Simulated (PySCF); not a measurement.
Delta-SCF ions had no search for a lower state. Excitations are Tamm–Dancoff values on a coarser integration grid. The basis has no diffuse functions, so Rydberg states are missing or too high.

C$_{9}$H$_{9}$NSi, SMILES `[SiH3]c1ccc2cccnc2c1` (charge 0, multiplicity 1)

All values below come from PBE-D3(BJ)/def2-TZVP // PBE-D3(BJ)/def2-SVP run with PySCF 2.14.0.

- HOMO: -6.01 eV
- dipole moment: 2.46 D
- HOMO–LUMO gap: 3.35 eV
- LUMO: -2.65 eV
- S1 excitation (TDA): 3.52 eV
- S1 oscillator strength: 0.001
- T1 excitation (TDA): 2.95 eV
- S1–T1 gap (TDA): 0.57 eV
- vertical ionisation energy (Delta-SCF): 8.37 eV
- total energy: -692.1292 Ha
- cost: roughly 20 core-minutes

Bonds (Å): Si1–C2 1.889, Si1–H12 1.506, Si1–H13 1.503, Si1–H14 1.506, C2–C3 1.432, C2–C11 1.394, C3–C4 1.385, C3–H15 1.102, C4–C5 1.425, C4–H16 1.102, C5–C6 1.423, C5–C10 1.442, C6–C7 1.385, C6–H17 1.102, C7–C8 1.425, C7–H18 1.100, C8–N9 1.324, C8–H19 1.106, N9–C10 1.367, C10–C11 1.427, C11–H20 1.101. Bond angles (°): C2–Si1–H12 110.6, C2–Si1–H13 109.3, C2–Si1–H14 110.6, H12–Si1–H13 109.4, H12–Si1–H14 107.5, H13–Si1–H14 109.4, Si1–C2–C3 120.5, Si1–C2–C11 120.8, C3–C2–C11 118.7, C2–C3–C4 121.3, C2–C3–H15 119.6, C4–C3–H15 119.1, C3–C4–C5 120.5, C3–C4–H16 120.5, C5–C4–H16 118.9, C4–C5–C6 123.6, C4–C5–C10 119.0, C6–C5–C10 117.4, C5–C6–C7 119.2, C5–C6–H17 119.5, C7–C6–H17 121.3, C6–C7–C8 118.7, C6–C7–H18 121.4, C8–C7–H18 119.9, C7–C8–N9 124.2, C7–C8–H19 119.3, N9–C8–H19 116.5, C8–N9–C10 117.9, C5–C10–N9 122.6, C5–C10–C11 118.8, N9–C10–C11 118.5, C2–C11–C10 121.6, C2–C11–H20 122.0, C10–C11–H20 116.4.
Charge 0, spin multiplicity 1.
